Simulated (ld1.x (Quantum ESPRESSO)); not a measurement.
# Al, TM: configuration errors across variants

* Element: Al
* Generator: ld1.x (Quantum ESPRESSO) 7.5
* Type: norm-conserving Troullier–Martins (Kleinman–Bylander form)
* Functional: PBE
* Relativity: scalar-relativistic
* Frozen core: [Ne]
* Valence charge: 3
* Reference configuration: 3s2 3p1
* Partial waves: 3p (bound): rc 1.95 bohr; 3d channel at -0.15 Ry: rc 1.60 bohr; 3s (bound): rc 1.45 bohr
* Local potential: the s channel
* Core correction: a·sin(br)/r model core, default radius (core density twice the valence density)

All-electron excitation energies from the reference (eV): (1) 3s2 3p0 5.761; (2) 3s1 3p0 24.987; (3) 3s2 3p0.5 2.086; (4) 3s1 3p1 11.571; (5) 3s0 3p3 10.451; (6) 3s2 3p1.3 -0.575; (7) 3s1 3p2 5.139.

Errors AE − PS in meV (a dash: test not solved or not reliable):

```csv
change,(1),(2),(3),(4),(5),(6),(7),bound ghosts
base,+2.0,+27,+0.4,+11,+5.7,+0.1,+1.2,none
"all radii but the core radius scaled by about 0.80 (s 1.16, p 1.54, d 1.28 bohr)",+10,+76,+2.3,+71,+141,+0.5,+25,none
"all radii but the core radius scaled by about 0.86 (s 1.26, p 1.68, d 1.38 bohr)",+4.3,+41,+0.9,+24,+36,+0.2,+7.2,none
"all radii but the core radius scaled by about 1.04 (s 1.52, p 2.04, d 1.66 bohr)",+1.7,+25,+0.3,+9.1,+2.9,+0.1,+0.5,none
"all radii but the core radius scaled by about 1.19 (s 1.72, p 2.32, d 1.90 bohr)",+1.3,+23,+0.2,+7.5,+1.3,+0.1,+0.1,none
"all radii but the core radius scaled by about 1.35 (s 1.96, p 2.64, d 2.16 bohr)",+1.3,+22,+0.2,+7.7,+2.3,+0.1,+0.3,none
```

Problem. Give the same row for: all radii but the core radius scaled by about 1.30 (s 1.88, p 2.52, d 2.08 bohr).

Solution. +1.3, +22, +0.2, +7.6, +2.5, +0.1, +0.3; bound ghosts: none.
